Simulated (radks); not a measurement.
Spherical quantum dot in the effective-mass picture: electrons in a parabolic well V = omega^2 r^2 / 2 with omega = 3.27, with a point charge +2 (a donor) at the centre, all in effective atomic units (hartree* = m*/eps^2 hartree, bohr* = eps/m* bohr), one dielectric constant everywhere. Calculated with a radial shooting solver with Libxc functionals: non-relativistic Kohn-Sham, LDA (Slater exchange, Perdew-Wang correlation), spin-polarised, spherical densities. Levels are named by radial order and angular momentum (1s, 1p, 1d, 2s, ...), and open shells are averaged over m. Results are scaled to m* = 0.225 and eps = 6.1, for which hartree* = 164.5 meV and bohr* = 1.435 nm.

N = 17, configuration 1s2 1p6 1d(up 5, down 2) 2s2. This is the lowest configuration that the search found. Occupied and some empty levels:

level,occupation,eigenvalue (meV),<r> (nm)
1s up,1,2857.0,0.8815
1s down,1,2867.0,0.8744
1p up,3,3371.5,1.362
1p down,3,3388.3,1.360
2s up,1,3655.7,1.437
2s down,1,3669.1,1.442
1d up,5,3784.5,1.628
1d down,2,3802.4,1.629
1f up,0,4202.5,1.830
2p up,0,4213.8,1.656
1f down,0,4219.6,1.834
2p down,0,4225.6,1.659
1g up,0,4634.4,2.002
1g down,0,4649.8,2.006

Energy (meV): total 39250.6, kinetic 10795, external 9524.5, Hartree 21376, exchange-correlation -2445.3.
